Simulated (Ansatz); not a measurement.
CH6Cl2O2Si2 (`CO[Si@@H](Cl)[Si@H](O)Cl`). Charge 0, multiplicity 1.

Z-matrix (Å, degrees):
```
C
O 1 1.414
H 1 1.090 2 108.0
H 1 1.095 2 111.3 3 -119.5
H 1 1.094 2 110.7 3 119.3
Si 2 1.629 1 124.7 3 167.5
Si 6 2.341 2 109.0 1 178.1
Cl 6 2.079 2 110.6 1 64.5
H 6 1.485 2 110.8 1 -51.8
O 7 1.635 6 109.6 2 -82.1
Cl 7 2.063 6 104.8 2 158.0
H 7 1.477 6 116.8 2 39.1
H 10 0.961 7 116.9 6 -40.1
```

(1) Give the diagnostics of a CCSD(T)/def2-TZVPP run (frozen core, the Gaussian-basis code of Ansatz). (Best estimate.)

## Answers

(1) Computed: T1 = 0.0113, largest single amplitude 0.016, largest double 0.018, (T) share of the correlation energy 3.8 %, 9 CCSD cycles. The RHF solution is stable towards an unrestricted one. T1 lies under the customary mark of 0.02 for closed shells.
